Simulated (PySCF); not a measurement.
# C (carbon, neutral): UHF calculation

Configuration: [He] 2s2 2p2, high-spin 3P determinant. All numbers are calculated (PySCF 2.14, no relativity, point nucleus, in pcseg-2).

```json
{"Total energy": "-37.689074 hartree", "One-electron energy": "-50.4554 hartree", "Hartree (Coulomb) energy": "17.8375 hartree", "Exchange energy": "-5.0712 hartree", "Kinetic energy": "37.76921 hartree", "⟨S²⟩": "2.0090", "⟨L²⟩": "2.014", "Sum of ⟨r⟩": "7.142 bohr", "Sum of ⟨r²⟩": "13.80 bohr²", "Traceless quadrupole moment −½Σ⟨3z² − r²⟩ along its main axis": "1.49 e·bohr²", "Density at the nucleus (Gaussians lack the cusp)": "124 bohr⁻³", "Spin density at the nucleus": "0.220 bohr⁻³", "Langevin diamagnetic susceptibility": "-10.9 ×10⁻⁶ cm³/mol", "Time after the integrals": "0.12 s of wall time on 1 thread of Intel(R) Xeon(R) Platinum 8375C CPU @ 2.90GHz (shared host)"}
```

| shell | electrons | mean orbital energy (hartree) | rms radius, mean of both spins (bohr) |
| --- | --- | --- | --- |
| 1s α | 1 | -11.34181 | 0.313 |
| 1s β | 1 | -11.29344 | 0.313 |
| 2s α | 1 | -0.82809 | 1.76 |
| 2s β | 1 | -0.58343 | 1.76 |
| 2p α | 2 | -0.43801 | 1.93 |
